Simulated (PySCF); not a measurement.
C10H15Cl.
Geometry (PBE0-D3(BJ)/def2-SVP, Å), atoms numbered from 1 in this order:
```xyz
26
C10H15Cl angstrom
Cl    -2.9043   -3.1405    1.8805
C     -2.1990   -2.1597    0.5373
C     -2.1538   -0.6770    0.9059
C     -1.6841    0.0961   -0.3343
C     -0.2859   -0.3775   -0.7416
C      0.6905   -0.1426    0.4158
C      0.2243   -0.9196    1.6514
C     -1.1738   -0.4437    2.0587
C      0.1720   -2.4157    1.3254
C     -0.8014   -2.6576    0.1688
C     -0.3396   -1.8730   -1.0673
H     -2.8887   -2.3171   -0.3049
H     -3.1657   -0.3507    1.1940
H     -1.6735    1.1756   -0.1098
H     -2.3938   -0.0494   -1.1665
H      0.0486    0.1822   -1.6305
H      0.7526    0.9348    0.6452
H      1.7043   -0.4664    0.1247
H      0.9274   -0.7487    2.4832
H     -1.5180   -0.9829    2.9549
H     -1.1543    0.6294    2.3118
H     -0.1487   -2.9904    2.2080
H      1.1736   -2.7818    1.0444
H     -0.8563   -3.7326   -0.0647
H     -1.0241   -2.0552   -1.9132
H      0.6549   -2.2338   -1.3784
```

Method used: TDDFT B3LYP/def2-SVPD, vertical, gas phase, core orbitals frozen in the response in PySCF.

Kohn–Sham orbitals with the atoms that hold most of them (Löwdin shares over 4%, at most four atoms; ? is withheld):

```csv
orbital,ε (eV),atoms
LUMO+2,0.91,"Cl1 17%, H12 12%, C2 7%, C6 7%"
LUMO+1,0.57,"Cl1 50%, C2 18%"
LUMO,0.02,"Cl1 9%, C4 6%, C11 6%, H16 5%"
HOMO,-7.76,?
HOMO-1,-7.79,?
HOMO-2,-8.02,"C7 12%, C5 10%, C6 8%, C10 8%"
HOMO-3,-8.18,"Cl1 34%, C5 9%, C6 8%, C7 7%"
```

**Question.** Which atoms hold the HOMO, and with what shares?

**Answer.** Cl1 (bonded to C) 41%; C2 (bonded to 2 C, Cl and H) 8%; C7 (bonded to 3 C and H) 6%; C6 (bonded to 2 C and 2 H) 5%. By element: chlorine 41%, carbon 19% or more.

**Question.** Which atoms hold the HOMO-1, and with what shares?

**Answer.** Cl1 (bonded to C) 42%; C2 (bonded to 2 C, Cl and H) 12%; C3 (bonded to 3 C and H) 8%; C10 (bonded to 3 C and H) 8%. By element: chlorine 42%, carbon 28% or more.

**Question.** How does S1 compare with the orbital gap of 7.78 eV?

**Answer.** S1 is at 6.94 eV (f = 0.0030), 0.84 eV below the gap, made of HOMO→LUMO (83%), HOMO→LUMO+1 (10%). 

**Question.** Give energy, strength and leading configuration of S1, S2, S4 and S8, and follow the Löwdin shares of the leading atoms from the occupied to the empty orbital.

**Answer.** 
- S1 (6.94 eV, f 0.0030), HOMO→LUMO (83%): Cl1 41% → 9%, C2 8% → at most 5%, C4 at most 6% → 6%
- S2 (6.98 eV, f 0.0025), HOMO-1→LUMO (82%): Cl1 42% → 9%, C2 12% → at most 5%, C4 at most 8% → 6%
- S4 (7.25 eV, f 0.0033), HOMO-2→LUMO (73%): C7 12% → at most 5%, C5 10% → at most 5%, Cl1 at most 8% → 9%, C4 at most 8% → 6%
- S8 (7.79 eV, f 0.0084), HOMO-2→LUMO+1 (95%): C7 12% → at most 4%, C5 10% → at most 4%, Cl1 at most 8% → 50%, C2 at most 8% → 18%

Löwdin shares depend on the basis, the more so with diffuse functions.
